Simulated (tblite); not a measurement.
C₂H₇NSi₂.
SMILES with atom numbers: `[N:1]#[C:2][CH2:3][SiH2:4][SiH3:5]` (hydrogens: H6, H7 on C3; H8, H9 on Si4; H10, H11, H12 on Si5)

Computed with GFN2-xTB (tblite), gas phase: nudged elastic band of 9 images (0 to 8), spring 0.2 eV/Å², climbing image at the end, force threshold 0.05 eV/Å. No saddle search or frequency run followed, so the top image need not be a first-order saddle, and its height can exceed the method's true barrier by a kcal/mol or more.

The band describes a rotation about C3–Si4 (sp3 carbon bound to silicon, SiH2 silicon), followed by the dihedral C2–C3–Si4–Si5, from the optimised start (58°) to a second optimised geometry at 178°.

**Question.** How does the energy change from image to image?

**Answer.** 
```tsv
image	dihedral (°)	E (eV)	C3–Si4 (Å)	C2···Si5 (Å)	largest true force (eV/Å)
0	58	0.000	1.931	3.71	0.01
1	73	0.010	1.932	3.88	0.05
2	88	0.031	1.934	4.07	0.06
3	103	0.053	1.937	4.26	0.05
4	119	0.065	1.938	4.42	0.05
5	134	0.062	1.936	4.56	0.05
6	149	0.048	1.934	4.66	0.05
7	164	0.033	1.931	4.72	0.04
8	178	0.022	1.929	4.74	0.01
```

Barriers of this band. The top is image 4 at 119°: 0.065 eV forward and 0.043 eV back; the end lies 0.022 eV above the start. The central bond is 0.007 Å longer at the top than at the start.

**Question.** What rate follows at 298 K for crossing this barrier forward?

**Answer.** Taking the electronic barrier for the free energy of activation (no zero-point or entropy terms, transmission 1), rate = (kT/h)·exp(−ΔE/kT) ≈ 5 × 10^11 s⁻¹, whose inverse is 2 × 10^-12 s. An error of 1 kcal/mol in the barrier changes this by a factor of 5, and the method and the loose band can each miss by that much or more. The barrier is only 2.5 kT, where transition-state theory is rough.

**Question.** How would the two end points share their population at 298 K, from these energies alone?

**Answer.** exp(−ΔE/kT) with ΔE = 0.022 eV gives 0.42 for the higher one (end) against 1 for the lower, without vibrational, rotational or degeneracy terms. GFN2-xTB can put conformers this close in the wrong order.

The cost below is that of the whole band run. Rough CPU time on one thread of a shared machine: about 7 s.
